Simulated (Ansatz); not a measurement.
GaH$_{5}$O$_{3}$Si (`[OH][Ga]([OH])[O][SiH3]`), charge 0, multiplicity 1.

Problem. Give a relaxed structure at PBE0-D4/def2-TZVP (Ansatz). (An estimate is asked.)

Solution. Ansatz gave: 
Z-matrix (Å, degrees):
```
Si
O 1 1.636
H 1 1.488 2 111.1
H 1 1.488 2 111.1 3 -120.9
H 1 1.486 2 108.1 3 119.6
Ga 2 1.766 1 138.3 3 60.5
O 6 1.769 2 119.1 1 -0.4
O 6 1.772 2 119.7 1 179.6
H 7 0.960 6 113.4 2 -180.0
H 8 0.960 6 113.1 2 -0.0
```
Point group Cs.
This is one stationary point; other conformers may exist.
